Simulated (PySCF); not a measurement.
## Name the molecule from its bond curve

A diatomic of charge 0 contains Pb. Its doublet curve at PBE0 in a triple-zeta basis (scalar-relativistic core potentials, PySCF), in eV from the separated fragments:

```tsv
R (Å)	E (eV)
1.776	-1.111
1.859	-1.733
1.941	-2.047
2.003	-2.143
2.065	-2.159
2.127	-2.123
2.210	-2.024
2.313	-1.852
2.437	-1.611
2.602	-1.279
```

The fit gives ωe = 557 cm⁻¹ and the rotational constant Bₑ = 0.3059 cm⁻¹.

Question: Which atom is the partner?

Answer: The minimum lies at 2.050 Å, so the reduced mass is 16.8576 u Å² cm⁻¹/(Bₑ·Re²) = 13.11 u. With Pb at 207.98 u the partner weighs about 14.0 u: N. The molecule is PbN.

⟨S²⟩ is raised (this molecule 0.97), so spin contamination touches these numbers. Spin–orbit coupling is left out, which matters for elements this heavy, above all for dissociation energies. The state is the lowest determinant that a PBE0 search found; another state may lie lower at other levels.
